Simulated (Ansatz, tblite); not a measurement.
Forces on the cluster CdCl2⁺ at its r2SCAN-D4/def2-TZVP geometry. Total charge 1; doublet.

In the def2 sets Cd takes a core potential; there is no spin–orbit coupling. The xTB rows come from tblite. In the doublet, Cl2 and Cl3 lie 1.99 Å apart (atoms count from 1), so these atoms are partly bonded to each other. Another isomer (doublet) lies 0.44 eV lower at PBE0-D4/def2-TZVP; other spin states weren't run for this one.

GFN1-xTB (tblite), largest force 0.60 eV/Å:

```xyz
3
positions Å, forces eV/Å
Cd   -1.446    0.404   -1.437   -0.092   -0.045    0.007
Cl   -0.176   -0.630    0.770    0.484    0.317   -0.147
Cl    1.622    0.227    0.668   -0.392   -0.272    0.140
```

GFN2-xTB (tblite), largest force 0.38 eV/Å:

```
Cd 0.124 -0.026 0.111
Cl -0.351 -0.135 -0.024
Cl 0.227 0.161 -0.087
```

PBE-D4/def2-TZVP (Ansatz), largest force 0.16 eV/Å:

```
Cd -0.094 0.034 -0.105
Cl -0.058 -0.077 0.072
Cl 0.152 0.043 0.033
```
